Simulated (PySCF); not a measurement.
# NMR data sheet: C3H8O3Si2

| Property | Result |
| --- | --- |
| Formula | C3H8O3Si2 |
| SMILES | O[Si@H]1O[SiH2]C2(CC2)O1 |
| InChI | InChI=1S/C3H8O3Si2/c4-8-5-3(1-2-3)7-6-8/h4,8H,1-2,7H2/t8-/m1/s1 |
| Point group of the computed structure | C1 |
| Degrees of unsaturation | 2 |
| Carbon signals | 3 |
| Proton signals | 8 |

Atoms are numbered as in `[OH:1][Si@H:2]1[O:3][SiH2:4][C:5]2([CH2:6][CH2:7]2)[O:8]1` (H(Xn): hydrogen on atom n). Ha(Si4) is cis to O1 on the ring; Ha(C6), Ha(C7) are pro-R; Hb(C6), Hb(C7) are pro-S; Hb(Si4) is trans to O1 on the ring.

All values are calculated (PySCF): GFN2-xTB geometry, shieldings: GIAO PBE0/pcSseg-1. Non-relativistic Hamiltonian, a single conformation, gas phase.

δ = σ(ref) − σ, references computed at the same level: TMS for ¹H (31.72 ppm), ¹³C (186.93 ppm), ²⁹Si (349.16 ppm); ¹⁷O (336.08 ppm) vs H2O.

| carbon | δC, type | δH (multiplicity) | HMBC from (2–3 bonds) | span of the C tensor (ppm) |
| --- | --- | --- | --- | --- |
| C5 | 48.0, C | – | Ha(Si4), Hb(Si4), H(Si2), Ha(C6), Hb(C7), Ha(C7), Hb(C6) | 126 |
| C6 | 14.4, CH2 | Hb(C6) 0.28 (m); Ha(C6) 1.10 (m) | Ha(Si4), Hb(Si4), Hb(C7), Ha(C7) | 68 |
| C7 | 12.4, CH2 | Ha(C7) 0.41 (m); Hb(C7) 1.09 (m) | Ha(Si4), Hb(Si4), Ha(C6), Hb(C6) | 65 |

Other nuclei:
```
  atoms  nucleus                                                 environment  δ (ppm)  σ (ppm)
Ha(Si4)       ¹H  hydrogen on a silicon bonded to C, O, in a 5-membered ring     5.00    26.72
Hb(Si4)       ¹H  hydrogen on a silicon bonded to C, O, in a 5-membered ring     4.94    26.78
 H(Si2)       ¹H   hydrogen on a silicon bonded to 3 O, in a 5-membered ring     4.26    27.46
  H(O1)       ¹H                          hydrogen on an oxygen bonded to Si     2.45    29.27
    Si4     ²⁹Si           silicon bonded to C, O, 2 H, in a 5-membered ring    -14.0    363.2
    Si2     ²⁹Si              silicon bonded to 3 O, H, in a 5-membered ring    -45.5    394.6
     O8      ¹⁷O                oxygen bonded to C, Si, in a 5-membered ring     83.2    252.9
     O3      ¹⁷O                 oxygen bonded to 2 Si, in a 5-membered ring     78.7    257.4
     O1      ¹⁷O                                      oxygen bonded to Si, H     57.3    278.8
```

1. Carbon types of the structure: 1 × C, 2 × CH2, leaving 4 H on heteroatoms.
2. δC 48.0, 14.4, 12.4: three-membered-ring carbon.
3. δH 5.00, 4.94: hydrogen on a silicon bonded to C, O, in a 5-membered ring.
4. δH 4.26: hydrogen on a silicon bonded to 3 O, in a 5-membered ring.
5. δH 2.45: hydrogen on an oxygen bonded to Si; exchangeable; this is the value without hydrogen bonding to other molecules.
6. δH 1.10, 1.09, 0.41, 0.28: hydrogen on a three-membered-ring carbon; cyclopropane-type protons are shielded by the ring.

The OH or NH signal is concentration- and solvent-dependent in practice; the value given is the gas-phase one. Shifts are as computed. Against solution values, carbons near 30 ppm lie about +3 ppm off and those near 130 ppm about +5 ppm. Of 1211 compounds with measured shifts, 218 miss one by over three times the rms of a fit or turn the order of signals round; such compounds aren't used in these exercises. Experimental scales use liquid or dissolved standards, which lie at an offset from isolated H2O (liquid H2O: subtract about 36 ppm). No couplings were computed; multiplicities are counted from neighbouring protons, with m where these are inequivalent, close in shift, in a saturated or five-membered ring or joined by F or P, and br s for small geminal =CH2 splittings.
